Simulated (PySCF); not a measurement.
## Unknowns

Computed data (PySCF 2.14.0 with density-fitted response routines): PBE0/pcSseg-1 with gauge-including orbitals, GFN2-xTB structure. Gas phase, one conformer, one averaged value for each set of equivalent atoms, non-relativistic Hamiltonian.

Chemical shifts δ = σref − σ; 1H and 13C against TMS, all at this level. Splittings of carbon signals by F and P are missing where no couplings were computed. Where no couplings were computed, multiplicities follow the n + 1 count of equivalent neighbours, and m marks all less simple cases (inequivalent or close neighbours, rings, F or P nearby). Shifts are as computed. Against solution values, carbons near 30 ppm lie about +3 ppm off and those near 130 ppm about +5 ppm; carbons on Cl a further +6 ppm. Of 1211 compounds with measured shifts, 218 miss one by over three times the rms of a fit or turn the order of signals round; such compounds aren't used in these exercises. Carbons bonded to Cl come out too deshielded.

Q: C7H8ClP. 1H NMR (600 MHz, computed): δ 7.89 (m, 1H), 7.75 (m, 1H), 2.80 (m, 3H), 2.80 (m, 3H). 13C{1H} NMR (computed): δ 179.6 (C), 175.6 (C), 147.5 (C), 139.6 (CH), 137.5 (CH), 27.6 (CH3), 26.2 (CH3). Give a structure.

A: `InChI=1S/C7H8ClP/c1-5-3-4-7(8)6(2)9-5/h3-4H,1-2H3`. 7 carbon signals for 7 carbons: no two carbons are equivalent. Carbon types of the structure: 3 × C, 2 × CH, 2 × CH3, which accounts for all hydrogens. δC 179.6, 175.6: substituted aromatic carbon. δC 147.5: aromatic carbon bearing chlorine. δC 139.6, 137.5: aromatic CH; the aromatic region. δH 7.89, 7.75: hydrogen on an aromatic CH; the ring current deshields protons in the ring plane.

The shifts were computed for this structure.

Q: C6H12OSi. 1H NMR (400 MHz, computed): δ 4.47 (m, 1H), 4.32 (m, 1H), 4.16 (m, 1H), 2.94 (m, 1H), 1.89 (m, 2H), 1.66 (m, 2H), 0.63 (m, 2H), 0.32 (m, 2H). 13C{1H} NMR (computed): δ 78.0, 55.3, 22.1, 6.4. What is it?

A: SMILES C1C(OC2CC2)C[SiH2]1. The formula gives 2 degrees of unsaturation (2 rings in the answer). 4 carbon signals for 6 carbons: some carbons are equivalent by symmetry or fast rotation. Carbon types of the structure: 2 × CH, 4 × CH2, leaving 2 H on heteroatoms. δC 78.0: sp3 CH bonded to O; the inductive effect lowers its shielding. δC 55.3, 6.4: three-membered-ring carbon. δH 4.16: hydrogen on an sp3 CH bonded to O; its carbon carries O, hence the downfield position. δH 2.94, 0.63, 0.32: hydrogen on a three-membered-ring carbon.

The shifts were computed for this structure.
